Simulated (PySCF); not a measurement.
**Question.** Write Cartesian coordinates for InChI=1S/C6H7FO/c1-5-4-8-3-2-6(5)7/h2-4,6H,1H3/t6-/m0/s1 as optimised with GFN2-xTB.

**Answer.** 
```
atom  x, y, z in Å
C1    -2.077    0.151    0.230
C2    -0.591    0.236    0.103
C3     0.079    1.382    0.198
O4     1.429    1.520    0.111
C5     2.139    0.385   -0.067
C6     1.614   -0.831   -0.172
C7     0.137   -1.045   -0.192
F8    -0.243   -1.500   -1.476
H9    -2.344   -0.496    1.066
H10   -2.511    1.133    0.388
H11   -2.499   -0.286   -0.675
H12   -0.400    2.331    0.386
H13    3.200    0.581   -0.084
H14    2.246   -1.692   -0.309
H15   -0.182   -1.863    0.471
```

Orientation and origin are arbitrary. Atoms count from 1 in this order. Of the pairs four or more bonds apart, F8···H11 is among the closest relative to their van der Waals radii: 2.68 Å, 101 % of the sum of Bondi's values. O4 (cyclic ether oxygen) is bent (angle 116.4°). The C–C distances run from 1.329 Å (C5=C6, drawn double) to 1.502 Å (C2–C7, drawn single), a spread of 0.173 Å. The 6-membered ring C2–C3–O4–C5–C6–C7 has internal angles of 110.8° to 125.6°; it is almost planar, 0.03 Å rms from its mean plane, widest ring torsion 8°.

Bonds between heavy atoms (Å): C1–C2 1.494, C2=C3 1.331, C3–O4 1.360, O4–C5 1.350, C5=C6 1.329, C6–C7 1.493, C7–F8 1.414, C2–C7 1.502.

Computed geometry: GFN2-xTB, gas phase.

Point group: C1 (no symmetry element, even within 0.4 Å). Stationary, but not proved a minimum.
